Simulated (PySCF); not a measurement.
## Electronic absorption of C5H10F2Ge

C₅H₁₀F₂Ge.
Atom-mapped SMILES: `[F:1][C@@H:2]1[CH2:3][CH2:4][CH2:5][Ge@@H:6]([F:7])[CH2:8]1` (hydrogens: H9 on C2; H10, H11 on C3; H12, H13 on C4; H14, H15 on C5; H16 on Ge6; H17, H18 on C8)

Level of theory: PySCF 2.14.0, density-fitted response routines, TDDFT B3LYP/def2-SVPD, vertical, gas phase, core orbitals frozen in the response. One conformer (not necessarily the lowest) at the PBE0-D3(BJ)/def2-SVP geometry, without solvent, vibrations or thermal averaging. The B3LYP/def2-SVPD calculation is non-relativistic and has no spin–orbit coupling, an omission that weighs most on germanium.

```tsv
state	λ (nm)	E (eV)	f	|μ| (D)	main configurations (H = HOMO, L = LUMO)
S1	182.3	6.80	0.0002	0.09	H→L (94%)
S2	170.8	7.26	0.0043	0.40	H→L+1 (94%)
S3	165.5	7.49	0.0028	0.31	H-1→L (87%)
S4	163.2	7.60	0.0021	0.27	H→L+2 (91%)
S5	158.2	7.84	0.040	1.16	H→L+3 (97%)
S6	155.3	7.98	0.0047	0.39	H-1→L+1 (86%)
```

The lowest singlet lies at 6.80 eV (182 nm, vacuum ultraviolet) and is dark (f under 0.0005); its leading configuration is HOMO→LUMO (94%). The strongest level in the table is S5 at 7.84 eV (158 nm, f = 0.040). Löwdin shares by element: HOMO carbon 46% or more, germanium 17% (atoms not listed hold the other 37%); LUMO carbon 24% or more, germanium 16% (atoms not listed hold the other 61%). Of the 6 states listed, 1 reaches f = 0.01 and 1 stays under 0.0005. Orbital energies (eV): HOMO-3 -9.56, HOMO-2 -9.47, HOMO-1 -8.52, HOMO -7.82, LUMO -0.06, LUMO+1 0.36, LUMO+2 0.63. The listed states span 1.18 eV, and the widest gap between neighbours is 0.46 eV (S1 to S2). Only the lowest 6 singlets were computed, as vertical energies without vibronic structure.
